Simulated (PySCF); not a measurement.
A GIAO shielding run with PySCF 2.14.0 with density-fitted response routines (density fitting, non-relativistic, gas phase) on SMILES C=C(C#N)C[SiH2]CC, C6H11NSi:

```
$ OMP_NUM_THREADS=1 python probes_run.py task.json out

{"job": {"kind": "nmr", "xc": "PBE0", "basis": "pcSseg-1"}, "charge": 0, "multiplicity": 1}
C      2.566132     0.313988    -1.559126
C      1.979152     0.186406    -0.368651
C      2.110484    -1.028516     0.346515
N      2.214451    -2.001009     0.945419
C      1.144603     1.233474     0.285550
Si    -0.723187     0.957751    -0.066822
C     -1.299279    -0.665171     0.732905
C     -2.773342    -0.961000     0.476504
H      2.489891     1.229843    -2.120380
H      3.138495    -0.484337    -1.999526
H      1.316064     1.226788     1.362270
H      1.433948     2.212365    -0.094064
H     -0.899194     0.914260    -1.524106
H     -1.440109     2.110503     0.491774
H     -1.128150    -0.630145     1.811329
H     -0.701519    -1.499592     0.359361
H     -3.070611    -1.891127     0.957436
H     -2.966934    -1.053593    -0.589560
H     -3.400699    -0.161639     0.864155
```

Hardware: 1 thread of an Arm Neoverse V2, shared host. The job also computes population analyses, field gradients.

Q: How large is the calculation?

A: 68 electrons, 198 basis functions and 1041 auxiliary functions.

Q: How long does it take, and how much memory does it need?

A: 33 s of wall time, with 14 SCF cycles and 5 response iterations; peak memory 0.87 GiB. Times on a shared host scatter by some tens of per cent.
